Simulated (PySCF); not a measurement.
## Input and output

[LuBr2]+ (singlet in the valence; each metal's 4f electrons, 14 of them, lie in its core potential, out of spins and levels). PySCF 2.14.0, RKS TPSSh, Lu lcecp-1-SVP with ECP60, Br def2-SVP; non-relativistic Hamiltonian with scalar-relativistic core potentials where named; density fitting; no spin-orbit coupling. Purpose: level TPSSh.

```python
mol = gto.M(atom='''
Lu    -0.00000    -0.00000    -0.67788
Br     2.07986    -0.00000     0.65738
Br    -2.07986     0.00000     0.65738''',
    basis={'Lu': 'lcecp-1-SVP', 'Br': 'def2-SVP'},
    ecp={'Lu': 'lcecp-1-SVP'},
    charge=1, spin=0)
mf = dft.RKS(mol, xc='TPSSH')
mf.grids.atom_grid = (75, 302)  # f atoms: unpruned, at least (60, 302)
mf = mf.density_fit()  # fitting sets: Lu AutoAux, Br def2-universal-JKFIT
mf.conv_tol = 1e-08; mf.max_cycle = 55
mf.kernel(dm0)  # dm0: converged density of the relaxed state
mf.nuc_grad_method().kernel()
```

Run from Python with OMP_NUM_THREADS=2; the lines above give its settings. Where DIIS fails, smearing, a level shift and second-order steps follow.
It took 5.8 s on 2 threads of Arm Neoverse V1, with other jobs on the host, from an already converged density.

(1) Where do the frontier levels lie, over both spins?

(2) What does the SCF print?

(3) What are the Mulliken charges and spins?

(4) What forces act on the atoms (eV/Å)?

The geometry was relaxed with PBE0 (Lu lcecp-1-SVP with ECP60, Br def2-SVP).

An lcecp potential fixes the number of 4f electrons, so in runs with it no electron can move into or out of that shell.

Results:

(1) HOMO -12.54 eV, LUMO -8.51 eV. The 4f levels lie in the core potential and are missing.

(2) 
```
init E= -5187.3939637517
cycle= 1 E= -5187.39449834104  delta_E= -0.000535  |g|= 0.0625  |ddm|= 0.0782
cycle= 2 E= -5187.39421680192  delta_E= 0.000282  |g|= 0.0627  |ddm|= 0.0889
cycle= 3 E= -5187.39463574775  delta_E= -0.000419  |g|= 0.0194  |ddm|= 0.0857
cycle= 4 E= -5187.39478377183  delta_E= -0.000148  |g|= 0.000913  |ddm|= 0.0304
cycle= 5 E= -5187.39478396917  delta_E= -1.97e-07  |g|= 0.000126  |ddm|= 0.00133
cycle= 6 E= -5187.39478397305  delta_E= -3.88e-09  |g|= 3.84e-05  |ddm|= 0.000149
Extra cycle  E= -5187.39478397209  delta_E= 9.55e-10  |g|= 6.29e-05  |ddm|= 0.000156
converged SCF energy = -5187.39478397209
```

(3) 
```json
{"atom": "Lu1", "charge (e)": "1.229", "spin (e)": "0.000"}
{"atom": "Br2", "charge (e)": "-0.115", "spin (e)": "0.000"}
{"atom": "Br3", "charge (e)": "-0.115", "spin (e)": "0.000"}
```

(4) 
```
Lu   0.00  0.00 -0.21
Br   0.13  0.00  0.10
Br  -0.13  0.00  0.10
```
Forces carry noise of the integration grid, about 0.01 to 0.03 eV/Å.
